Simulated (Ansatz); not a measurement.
**Molecular dynamics of C$_{2}$H$_{7}$BOS**

Input:

```yaml
crystal:
  periodic: [false, false, false]
  atoms:
    - { symbol: B, position_ang: [-0.860461, 1.366738, 1.578283] }
    - { symbol: O, position_ang: [-0.140051, 0.237692, 1.413176] }
    - { symbol: C, position_ang: [-0.296375, -0.52425, 0.151809] }
    - { symbol: C, position_ang: [1.057826, -0.507939, -0.637605] }
    - { symbol: S, position_ang: [1.015612, -1.538703, -2.149909] }
    - { symbol: H, position_ang: [-0.690652, 1.9357, 2.591089] }
    - { symbol: H, position_ang: [-1.613341, 1.759093, 0.763685] }
    - { symbol: H, position_ang: [-0.561054, -1.567071, 0.429972] }
    - { symbol: H, position_ang: [-1.116151, -0.100862, -0.467376] }
    - { symbol: H, position_ang: [1.322622, 0.539144, -0.870459] }
    - { symbol: H, position_ang: [1.84845, -0.912912, 0.016055] }
    - { symbol: H, position_ang: [0.110575, -0.741831, -2.78472] }
basis:
  gaussian: { orbitals: STO-3G }
hamiltonian:
  xc: b3lyp
md:
  timestep: 0.5
  n_steps: 437
  ensemble: nvt_langevin
  temperature: 300.0
  initial_velocities: maxwell_boltzmann
  seed: 456759
  friction: 0.005
```

Run as:

```bash
$ ansatz run input.yaml --threads 1 --pin off --max-ram 2048MiB --backend cpu --events-out ev --progress --plain --runs-dir out
```

It starts from a relaxed structure.

Output, in part (step lines, the closing report, with atoms numbered from 0):

```
md step     0: t =     0.00 fs  T =   275.0 K  F+E_penalty+E_count = -15565.42998363 eV  E_kin = 0.426558 eV  (21 SCF iters)
md step     1: t =     0.50 fs  T =   257.9 K  F+E_penalty+E_count = -15565.41459314 eV  E_kin = 0.400099 eV  (27 SCF iters)
md step     2: t =     1.00 fs  T =   224.0 K  F+E_penalty+E_count = -15565.37530466 eV  E_kin = 0.347516 eV  (27 SCF iters)
md step     3: t =     1.50 fs  T =   185.4 K  F+E_penalty+E_count = -15565.32608434 eV  E_kin = 0.287562 eV  (27 SCF iters)
md step     4: t =     2.00 fs  T =   155.6 K  F+E_penalty+E_count = -15565.27959543 eV  E_kin = 0.241280 eV  (27 SCF iters)
md step     5: t =     2.50 fs  T =   130.8 K  F+E_penalty+E_count = -15565.24607070 eV  E_kin = 0.202830 eV  (27 SCF iters)
md step     6: t =     3.00 fs  T =   115.1 K  F+E_penalty+E_count = -15565.23151992 eV  E_kin = 0.178502 eV  (20 SCF iters)
md step     7: t =     3.50 fs  T =   116.0 K  F+E_penalty+E_count = -15565.23132112 eV  E_kin = 0.179916 eV  (21 SCF iters)
[... lines left out ...]
md step   434: t =   217.00 fs  T =   231.0 K  F+E_penalty+E_count = -15565.11230915 eV  E_kin = 0.358357 eV  (28 SCF iters)
md step   435: t =   217.50 fs  T =   229.8 K  F+E_penalty+E_count = -15565.10962263 eV  E_kin = 0.356451 eV  (29 SCF iters)
md step   436: t =   218.00 fs  T =   231.5 K  F+E_penalty+E_count = -15565.10043042 eV  E_kin = 0.359039 eV  (28 SCF iters)
md step   437: t =   218.50 fs  T =   227.2 K  F+E_penalty+E_count = -15565.08664549 eV  E_kin = 0.352437 eV  (23 SCF iters)
Total energy: -15565.08684155 eV, -572.0063910323 hartree
Atom 0 at    -0.937699     1.130717     1.252372 Å, force    -0.695953     0.319479    -0.553188 eV/Å
Atom 1 at    -0.265408    -0.010398     1.303234 Å, force     1.822452    -1.427108    -0.342130 eV/Å
Atom 2 at    -0.208381    -0.834590     0.060606 Å, force    -2.251682    -1.247145    -0.104632 eV/Å
Atom 3 at     0.921130    -0.393855    -0.914318 Å, force    -0.180148     0.170869    -0.815551 eV/Å
Atom 4 at     1.067732    -1.301344    -2.533709 Å, force     0.040526     0.037410     1.043386 eV/Å
Atom 5 at    -0.740206     1.794663     2.181334 Å, force    -0.416518     0.612459     0.307128 eV/Å
Atom 6 at    -1.651618     1.331831     0.326858 Å, force     0.141410     0.490391     0.355402 eV/Å
Atom 7 at     0.025316    -1.902200     0.325080 Å, force    -0.495117     0.485379     0.362542 eV/Å
Atom 8 at    -1.288573    -0.771584    -0.363404 Å, force     1.852561    -0.329513    -0.038018 eV/Å
Atom 9 at     0.719765     0.664910    -1.139526 Å, force     0.613699     0.304946     0.095066 eV/Å
Atom 10 at     1.882686    -0.552480    -0.400395 Å, force     0.050233     0.468437     0.057566 eV/Å
Atom 11 at    -0.089367    -0.781144    -2.979585 Å, force    -0.481464     0.114396    -0.367570 eV/Å
Dipole moment:    -0.012886    -0.177778    -0.281117 e Å
```

The steps, from the saved trajectory:

```
time (fs)  T (K)  potential energy less start (eV)
      0.0    275                             0.000
      7.0     63                             0.269
     14.0    128                             0.156
     21.0    100                             0.197
     28.0    128                             0.206
     35.0    177                             0.165
     42.0    139                             0.235
     49.0    188                             0.165
     56.0    119                             0.272
     63.0    190                             0.159
     70.0    179                             0.165
     77.0    139                             0.273
     84.0    153                             0.240
     91.0    168                             0.257
     98.0    191                             0.263
    105.0    165                             0.330
    112.0    215                             0.157
    119.0    173                             0.248
    126.0    175                             0.251
    133.0    212                             0.213
    140.0    198                             0.239
    147.0    164                             0.340
    154.0    178                             0.311
    161.0    213                             0.239
    168.0    178                             0.338
    175.0    277                             0.198
    182.0    225                             0.248
    189.0    183                             0.331
    196.0    173                             0.338
    203.0    229                             0.227
    210.0    203                             0.307
    217.0    231                             0.318
```

All steps were run. The mean temperature of the second half is 33 % below the set value. A run of 0.22 ps of so small a system gives no equilibrium averages. Limits of this set-up: minimal basis.

The same pairs are bonded in the first frame and the last. Pairs count as bonded within 1.25 times the sum of covalent radii (0.12 Å more for H–H).

Last frame:

```xyz
12
Properties=species:S:1:pos:R:3
B -0.938 1.131 1.252
O -0.265 -0.010 1.303
C -0.208 -0.835 0.061
C 0.921 -0.394 -0.914
S 1.068 -1.301 -2.534
H -0.740 1.795 2.181
H -1.652 1.332 0.327
H 0.025 -1.902 0.325
H -1.289 -0.772 -0.363
H 0.720 0.665 -1.139
H 1.883 -0.552 -0.400
H -0.089 -0.781 -2.980
```

Run time: 20 min on 1 CPU thread of a shared host.
